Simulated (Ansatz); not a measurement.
## Worked example: GeH3Br + C2H7N → GeH3(NH2) + C2H5Br

Species: GeH3Br `[GeH3][Br]`, singlet; C2H7N (ethanamine) `CCN`, singlet; GeH3(NH2), singlet; C2H5Br `CCBr`, singlet. The partners trade Br for NH2: Ge–Br and C–NH2 bonds give way to Ge–NH2 and C–Br.

Shapes, held fixed at every level: PBE0-D4/def2-TZVP. Flexible molecules stand in one conformer, not always the lowest. Programs: Ansatz 0.2.0. The zero-point and thermal change to 298 K, harmonic and unscaled (PBE0-D4/def2-TZVP), is -4.6 kJ/mol.

At CCSD(T)/def2-TZVPP; 1 Eh = 2625.50 kJ/mol:

```
  species   energy (Eh)
   GeH3Br  -4650.143558
    C2H7N   -134.942757
GeH3(NH2)  -2133.280548
   C2H5Br  -2651.785490
```

Question: Work out ΔH(298 K) of the reaction at this level.

Answer: 
1. Products less reactants: (-2133.280548) + (-2651.785490) − [(-4650.143558) + (-134.942757)] = 0.020277 Eh = +53.2 kJ/mol.
2. With the thermal change: +53.2 + (-4.6) = +48.6 kJ/mol.

Other levels give +46.1 (MP2/def2-TZVPP) to +65.7 kJ/mol (CCSD(T)/def2-SVP). No measured value is set beside it here. Relativity is left out for Br, Ge. Outer-core shells of Br, Ge are correlated in most correlated rows, in sets that cover them unevenly.
